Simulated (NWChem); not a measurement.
Species: SnSiH$_{4}$, singlet; SMILES [SnH][SiH3]

Low-valent species are run as closed-shell singlets; no triplet was tried in these runs. def2 effective core potentials on Sn; no spin-orbit coupling.

Problem. Give the equilibrium geometry at PBE0/def2-SVP with def2 effective core potentials on Sn (NWChem) as an XYZ file, with the point group.

Solution. point group Cs; any orientation.
```
6

Sn    -0.0061     0.6999     0.0888
H      1.7613     0.5899    -0.1167
Si    -0.0471    -1.9599     0.0151
H      0.8006    -2.5239     1.1186
H      0.5232    -2.4525    -1.2835
H     -1.4155    -2.5544     0.1554
```
